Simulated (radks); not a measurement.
The numbers below are computed, except where a source is named.
Question: These are the eigenvalues of the occupied orbitals of an atom or ion with whole-number occupations (Ry). Level of theory: scalar-relativistic Kohn-Sham, LDA (Slater exchange, VWN5 correlation), spin-polarised, spherical densities, finite nucleus; Fermi nuclear charge, rms radius of each element as measured or else 0.836 A^(1/3) + 0.57 fm (a radial shooting solver on a logarithmic mesh with Libxc functionals).

| orbital | eigenvalue |
|---|---|
| 1s | -6659.173 |
| 2s | -1200.036 |
| 2p | -1028.024 |
| 3s | -292.7468 |
| 3p | -243.5773 |
| 3d | -193.9773 |
| 4s | -70.26323 |
| 4p | -54.13842 |
| 4d | -35.66383 |
| 5s | -15.63859 |
| 4f | -15.30592 |
| 5p | -11.07416 |
| 5d | -5.94902 |

Which element is it, and in what charge state? The configuration may be excited. Open shells, if any, are filled with parallel spins first.

Answer: Z = 83, bismuth, charge +5: Bi5+ in [Xe] 4f14 5d10. The list shows which subshells hold electrons but not how many an open one holds; the 1s level, -3329.6 hartree, gives Z - s = 81.6 by -(Z - s)^2/2, which with screening and relativity narrows Z to a few neighbours, and the depths of the outer levels then fix element, charge and occupations together.
